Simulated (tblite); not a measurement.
Species: C6H15P.
Cartesian coordinates in Å at the GFN2-xTB level; atoms count from 1:
```xyz
22
C6H15P angstrom
C      3.495   -0.600    0.266
C      2.416   -0.179   -0.724
C      1.138    0.258   -0.012
C      0.050    0.675   -0.997
P     -1.467    1.322   -0.126
C     -2.250   -0.300    0.359
C     -3.708   -0.109    0.753
H      3.745    0.226    0.929
H      3.150   -1.434    0.873
H      4.397   -0.906   -0.258
H      2.786    0.645   -1.338
H      2.189   -1.013   -1.392
H      0.775   -0.565    0.609
H      1.360    1.097    0.653
H      0.421    1.490   -1.626
H     -0.220   -0.161   -1.648
H     -2.214    1.461   -1.307
H     -2.163   -1.012   -0.466
H     -1.689   -0.696    1.211
H     -3.790    0.577    1.593
H     -4.153   -1.061    1.040
H     -4.279    0.303   -0.077
```

Computed with GFN2-xTB (tblite): harmonic, unscaled wavenumbers at the GFN2-xTB geometry, gas phase. Against measured fundamentals such values can be off by several per cent, at times by over 20. Modes of hydrogen on phosphorus can be 10 to 20 % off. One conformer, not necessarily the lowest.

Harmonic wavenumbers (cm⁻¹): 50.7, 59.5, 64.4, 111.4, 151.5, 200.5, 220.2, 235.2, 261.8, 362.6, 388.9, 673.5, 723.3, 745.0, 756.5, 798.2, 844.7, 860.2, 913.8, 945.0, 1009.2, 1029.7, 1044.7, 1072.0, 1077.4, 1103.8, 1120.1, 1208.2, 1214.2, 1227.1, 1255.5, 1264.5, 1282.8, 1307.7, 1365.3, 1411.2, 1416.0, 1448.3, 1452.2, 1492.8, 1496.1, 1498.4, 1500.4, 1503.8, 1506.9, 2230.6, 2925.8, 2933.4, 2946.1, 2949.5, 2956.0, 2968.7, 2972.7, 2980.5, 3016.2, 3021.5, 3030.6, 3033.3, 3034.1, 3039.4.

A = 5026, B = 747.9, C = 694.0 MHz; mass 118.091 u (most abundant isotopes); point group C1, symmetry number 1.

Problem. What is the zero-point energy?

Solution. Half the sum of the wavenumbers: 42857 cm⁻¹ = 512.68 kJ/mol.

Problem. What is S at 400 K and 1 bar for an ideal gas of classical rigid rotors and harmonic oscillators?

Solution. Translation 174.47, rotation 125.84, vibration 177.40: S = 477.7 J/(mol K).

Problem. And Cp and H(400 K) − H(0)?

Solution. Cp = 205.61 J/(mol K), of which vibrations give 172.35 (their classical limit is 60 R = 498.9); H(400 K) − H(0) = 48.54 kJ/mol without the zero-point energy, 35.24 from vibrations.

Problem. Which modes carry the vibrational entropy at 400 K?

Solution. 50.7 cm⁻¹: 22.48; 59.5 cm⁻¹: 21.15; 64.4 cm⁻¹: 20.49; 111.4 cm⁻¹: 15.97; 151.5 cm⁻¹: 13.46; 200.5 cm⁻¹: 11.21 J/(mol K); the other 54 give 72.63 together.

Problem. Blend soft modes into free rotors: weight 1/[1 + (100 cm⁻¹/ν̃)⁴] for the oscillator and the rest for a rotor with moment μB/(μ + B), μ = h/(8π²ν), B = 10⁻⁴⁴ kg m². What vibrational entropy results?

Solution. 159.77 J/(mol K) in place of 177.40, which changes −T·S at 400 K by +7.05 kJ/mol.

Hindered rotation and anharmonicity are outside this model. Other conformers, if any are populated, would add a mixing term that is left out. The structure is chiral; the term R ln 2 for an equal mix with its mirror image is left out.
